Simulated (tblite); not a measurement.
Record of a relaxation.

Compound: C₄H₅BrF₃ (doublet state).
Bonds: F1–C2, C2–F3, C2–F4, C2–C5, C5–C6, C6–C7, C7–Br8. Hydrogens: H9, H10 on C5; H11, H12 on C6; H13 on C7.

Computed with GFN2-xTB (tblite), gas phase: L-BFGS steps from a force-field or distance-geometry start until the largest atomic force falls under 0.01 eV/Å. 5 of its 59 geometries are shown.

Step 0: E = -797.9706 eV, largest atomic force 2.574 eV/Å
```
atom  x, y, z in Å  |  force x, y, z in eV/Å
F1     -1.357   -1.097    1.540    0.023   1.711  -0.833
C2     -1.441   -0.109    0.574   -1.198   0.212   0.371
F3     -2.732   -0.175    0.097    0.712   0.165   0.811
F4     -1.294    1.174    1.080   -0.227  -1.924   0.027
C5     -0.548   -0.334   -0.600   -0.942  -0.004  -1.245
C6      0.902   -0.415   -0.297    2.301  -1.045  -0.489
C7      1.523    0.757    0.339    0.177   0.373   0.256
Br8     2.253    2.086   -0.781   -0.219  -0.302   0.593
H9     -0.748    0.512   -1.296    0.070  -0.408   0.332
H10    -0.887   -1.268   -1.095    0.115   0.423   0.237
H11     1.147   -1.328    0.292   -0.357   0.460  -0.047
H12     1.440   -0.560   -1.273   -0.493  -0.036   0.451
H13     1.738    0.756    1.403    0.037   0.376  -0.465
```

Step 14: E = -798.3351 eV, largest atomic force 0.219 eV/Å
```
atom  x, y, z in Å  |  force x, y, z in eV/Å
F1     -1.269   -1.034    1.488    0.083   0.038  -0.017
C2     -1.445   -0.100    0.538   -0.087   0.043   0.140
F3     -2.752   -0.153    0.214    0.128  -0.001  -0.094
F4     -1.262    1.089    1.129    0.082  -0.040   0.000
C5     -0.552   -0.320   -0.666   -0.212   0.023  -0.049
C6      0.945   -0.456   -0.313    0.076  -0.098  -0.066
C7      1.569    0.728    0.313   -0.041  -0.055   0.047
Br8     2.205    2.153   -0.689   -0.093  -0.086  -0.039
H9     -0.717    0.503   -1.360    0.022   0.134   0.019
H10    -0.902   -1.237   -1.142    0.039  -0.069  -0.022
H11     1.060   -1.318    0.352    0.002   0.071   0.055
H12     1.444   -0.689   -1.258    0.060   0.025  -0.001
H13     1.669    0.834    1.376   -0.059   0.015   0.026
```

Step 29: E = -798.3636 eV, largest atomic force 0.082 eV/Å
```
atom  x, y, z in Å  |  force x, y, z in eV/Å
F1     -1.198   -1.037    1.473   -0.007  -0.018   0.018
C2     -1.401   -0.094    0.540    0.031  -0.008  -0.030
F3     -2.709   -0.128    0.246   -0.022   0.025  -0.013
F4     -1.173    1.084    1.137   -0.034   0.022   0.029
C5     -0.541   -0.303   -0.690    0.081  -0.015   0.002
C6      0.947   -0.501   -0.307   -0.015   0.006  -0.002
C7      1.562    0.687    0.323    0.022  -0.022   0.002
Br8     2.057    2.131   -0.730   -0.015   0.009  -0.006
H9     -0.658    0.570   -1.337   -0.004  -0.020   0.019
H10    -0.913   -1.188   -1.208   -0.006   0.014   0.004
H11     1.018   -1.348    0.379    0.005   0.016   0.018
H12     1.486   -0.750   -1.224   -0.022  -0.006  -0.036
H13     1.519    0.876    1.379   -0.014  -0.005  -0.005
```

Step 44: E = -798.3654 eV, largest atomic force 0.013 eV/Å
```
atom  x, y, z in Å  |  force x, y, z in eV/Å
F1     -1.215   -1.041    1.474    0.001  -0.001  -0.006
C2     -1.399   -0.092    0.543   -0.003   0.001  -0.002
F3     -2.705   -0.116    0.231   -0.003   0.004  -0.005
F4     -1.179    1.082    1.151    0.011  -0.005   0.005
C5     -0.531   -0.300   -0.682   -0.003  -0.004   0.002
C6      0.956   -0.507   -0.308   -0.005   0.002   0.007
C7      1.578    0.679    0.318    0.004   0.000  -0.001
Br8     2.030    2.137   -0.738   -0.006   0.001  -0.003
H9     -0.646    0.575   -1.325    0.001  -0.008  -0.001
H10    -0.910   -1.181   -1.202   -0.002   0.001  -0.008
H11     1.029   -1.352    0.381    0.003   0.002   0.006
H12     1.483   -0.761   -1.232   -0.006   0.007   0.008
H13     1.506    0.878    1.371    0.008  -0.001  -0.001
```

Step 58: E = -798.3671 eV, largest atomic force 0.009 eV/Å
```
atom  x, y, z in Å  |  force x, y, z in eV/Å
F1     -1.286   -1.092    1.430    0.002  -0.004   0.004
C2     -1.404   -0.096    0.537    0.003  -0.003  -0.004
F3     -2.703   -0.040    0.201   -0.003   0.007   0.003
F4     -1.132    1.038    1.197   -0.007   0.001   0.003
C5     -0.525   -0.305   -0.679    0.004  -0.001  -0.005
C6      0.958   -0.507   -0.290   -0.004  -0.002   0.003
C7      1.586    0.692    0.305   -0.004   0.000  -0.004
Br8     1.934    2.165   -0.768    0.005   0.006  -0.005
H9     -0.634    0.569   -1.326    0.003   0.007   0.001
H10    -0.900   -1.185   -1.203    0.005  -0.006   0.000
H11     1.028   -1.333    0.421    0.000  -0.004   0.005
H12     1.488   -0.787   -1.205   -0.003   0.003   0.001
H13     1.587    0.883    1.362   -0.002  -0.005  -0.002
```

Question: Summarise the path.

Answer: The energy falls by 0.3965 eV from step 0 to step 58; nine tenths of that is first reached at step 13. It falls at every step. The largest force goes from 2.574 to 0.009 eV/Å. Among the bonds C5–C6 changes most, from 1.484 to 1.547 Å; the atoms move by 0.178 Å rms after alignment.

Question: Follow the three bonds and two angles with the largest change from start to end.

Answer: 
```json
{"step": "0", "E above end (eV)": "0.3965", "largest force (eV/Å)": "2.574", "C5–C6 (Å)": "1.484", "C2–F4 (Å)": "1.388", "F1–C2 (Å)": "1.384", "F1–C2–F4 (°)": "113.5", "F3–C2–C5 (°)": "106.4"}
{"step": "3", "E above end (eV)": "0.0961", "largest force (eV/Å)": "0.437", "C5–C6 (Å)": "1.548", "C2–F4 (Å)": "1.332", "F1–C2 (Å)": "1.334", "F1–C2–F4 (°)": "108.4", "F3–C2–C5 (°)": "108.6"}
{"step": "5", "E above end (eV)": "0.0739", "largest force (eV/Å)": "0.245", "C5–C6 (Å)": "1.542", "C2–F4 (Å)": "1.338", "F1–C2 (Å)": "1.339", "F1–C2–F4 (°)": "106.1", "F3–C2–C5 (°)": "110.1"}
{"step": "8", "E above end (eV)": "0.0565", "largest force (eV/Å)": "0.188", "C5–C6 (Å)": "1.549", "C2–F4 (Å)": "1.341", "F1–C2 (Å)": "1.342", "F1–C2–F4 (°)": "105.9", "F3–C2–C5 (°)": "109.8"}
{"step": "10", "E above end (eV)": "0.0479", "largest force (eV/Å)": "0.228", "C5–C6 (Å)": "1.554", "C2–F4 (Å)": "1.338", "F1–C2 (Å)": "1.341", "F1–C2–F4 (°)": "106.6", "F3–C2–C5 (°)": "110.0"}
{"step": "13", "E above end (eV)": "0.0363", "largest force (eV/Å)": "0.146", "C5–C6 (Å)": "1.546", "C2–F4 (Å)": "1.340", "F1–C2 (Å)": "1.342", "F1–C2–F4 (°)": "106.8", "F3–C2–C5 (°)": "111.6"}
{"step": "15", "E above end (eV)": "0.0277", "largest force (eV/Å)": "0.206", "C5–C6 (Å)": "1.546", "C2–F4 (Å)": "1.340", "F1–C2 (Å)": "1.344", "F1–C2–F4 (°)": "106.6", "F3–C2–C5 (°)": "112.1"}
{"step": "18", "E above end (eV)": "0.0194", "largest force (eV/Å)": "0.147", "C5–C6 (Å)": "1.554", "C2–F4 (Å)": "1.338", "F1–C2 (Å)": "1.342", "F1–C2–F4 (°)": "106.7", "F3–C2–C5 (°)": "111.3"}
{"step": "20", "E above end (eV)": "0.0155", "largest force (eV/Å)": "0.128", "C5–C6 (Å)": "1.549", "C2–F4 (Å)": "1.339", "F1–C2 (Å)": "1.342", "F1–C2–F4 (°)": "106.6", "F3–C2–C5 (°)": "111.3"}
{"step": "23", "E above end (eV)": "0.0094", "largest force (eV/Å)": "0.178", "C5–C6 (Å)": "1.541", "C2–F4 (Å)": "1.342", "F1–C2 (Å)": "1.344", "F1–C2–F4 (°)": "106.2", "F3–C2–C5 (°)": "111.7"}
{"step": "25", "E above end (eV)": "0.0065", "largest force (eV/Å)": "0.089", "C5–C6 (Å)": "1.546", "C2–F4 (Å)": "1.341", "F1–C2 (Å)": "1.343", "F1–C2–F4 (°)": "106.1", "F3–C2–C5 (°)": "111.5"}
{"step": "28", "E above end (eV)": "0.0041", "largest force (eV/Å)": "0.125", "C5–C6 (Å)": "1.551", "C2–F4 (Å)": "1.339", "F1–C2 (Å)": "1.342", "F1–C2–F4 (°)": "106.4", "F3–C2–C5 (°)": "111.6"}
{"step": "30", "E above end (eV)": "0.0032", "largest force (eV/Å)": "0.040", "C5–C6 (Å)": "1.548", "C2–F4 (Å)": "1.340", "F1–C2 (Å)": "1.343", "F1–C2–F4 (°)": "106.4", "F3–C2–C5 (°)": "112.0"}
{"step": "33", "E above end (eV)": "0.0026", "largest force (eV/Å)": "0.069", "C5–C6 (Å)": "1.546", "C2–F4 (Å)": "1.341", "F1–C2 (Å)": "1.343", "F1–C2–F4 (°)": "106.4", "F3–C2–C5 (°)": "112.0"}
{"step": "35", "E above end (eV)": "0.0022", "largest force (eV/Å)": "0.032", "C5–C6 (Å)": "1.548", "C2–F4 (Å)": "1.340", "F1–C2 (Å)": "1.343", "F1–C2–F4 (°)": "106.5", "F3–C2–C5 (°)": "111.8"}
{"step": "38", "E above end (eV)": "0.0019", "largest force (eV/Å)": "0.033", "C5–C6 (Å)": "1.548", "C2–F4 (Å)": "1.340", "F1–C2 (Å)": "1.342", "F1–C2–F4 (°)": "106.4", "F3–C2–C5 (°)": "111.6"}
{"step": "40", "E above end (eV)": "0.0018", "largest force (eV/Å)": "0.012", "C5–C6 (Å)": "1.547", "C2–F4 (Å)": "1.340", "F1–C2 (Å)": "1.343", "F1–C2–F4 (°)": "106.3", "F3–C2–C5 (°)": "111.6"}
{"step": "43", "E above end (eV)": "0.0017", "largest force (eV/Å)": "0.017", "C5–C6 (Å)": "1.547", "C2–F4 (Å)": "1.340", "F1–C2 (Å)": "1.343", "F1–C2–F4 (°)": "106.4", "F3–C2–C5 (°)": "111.5"}
{"step": "45", "E above end (eV)": "0.0017", "largest force (eV/Å)": "0.013", "C5–C6 (Å)": "1.547", "C2–F4 (Å)": "1.340", "F1–C2 (Å)": "1.342", "F1–C2–F4 (°)": "106.4", "F3–C2–C5 (°)": "111.5"}
{"step": "48", "E above end (eV)": "0.0014", "largest force (eV/Å)": "0.043", "C5–C6 (Å)": "1.548", "C2–F4 (Å)": "1.340", "F1–C2 (Å)": "1.342", "F1–C2–F4 (°)": "106.4", "F3–C2–C5 (°)": "111.4"}
{"step": "50", "E above end (eV)": "0.0011", "largest force (eV/Å)": "0.042", "C5–C6 (Å)": "1.546", "C2–F4 (Å)": "1.341", "F1–C2 (Å)": "1.342", "F1–C2–F4 (°)": "106.3", "F3–C2–C5 (°)": "111.4"}
{"step": "53", "E above end (eV)": "0.0004", "largest force (eV/Å)": "0.050", "C5–C6 (Å)": "1.546", "C2–F4 (Å)": "1.340", "F1–C2 (Å)": "1.343", "F1–C2–F4 (°)": "106.3", "F3–C2–C5 (°)": "111.4"}
{"step": "55", "E above end (eV)": "0.0001", "largest force (eV/Å)": "0.027", "C5–C6 (Å)": "1.547", "C2–F4 (Å)": "1.340", "F1–C2 (Å)": "1.343", "F1–C2–F4 (°)": "106.4", "F3–C2–C5 (°)": "111.4"}
{"step": "58", "E above end (eV)": "0.0000", "largest force (eV/Å)": "0.009", "C5–C6 (Å)": "1.547", "C2–F4 (Å)": "1.340", "F1–C2 (Å)": "1.343", "F1–C2–F4 (°)": "106.4", "F3–C2–C5 (°)": "111.5"}
```

The cost below is that of the whole relaxation. On one thread of an Arm Neoverse V2 (shared host), this took 0.27 s of wall time.
